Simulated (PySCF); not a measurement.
OsO2, SMILES [O]=[Os]=[O] (connectivity only; charge and spin as stated), neutral, multiplicity 3.

The structure is a stationary point at r2SCAN-D4/def2-TZVP. The spin state was assumed, not searched. The def2 effective core potentials stand for the cores of Os; spin–orbit coupling is left out.

Computed with CAM-B3LYP/def2-TZVPD (PySCF).

The molecule is in vacuum.

Computed frontier levels, dipole moment and polarisability:
```
Quantity                                                                                                         Value
---------------------------------------------------------------------------------------------  -----------------------
α spin, highest occupied and lowest empty level                                                     -9.48 and -2.37 eV
β spin, highest occupied and lowest empty level                                                     -9.36 and -3.50 eV
dipole moment                                                                                                   2.21 D
quadrupole, principal values (traceless, Buckingham form, about the centre of nuclear charge)    -6.35, 2.45, 3.90 D·Å
mean static polarisability                                                                        44.1 bohr³ (6.53 Å³)
polarisability, principal values                                                                36.4, 40.3, 55.6 bohr³
⟨S²⟩                                                                                           2.004 (pure state 2.00)
```
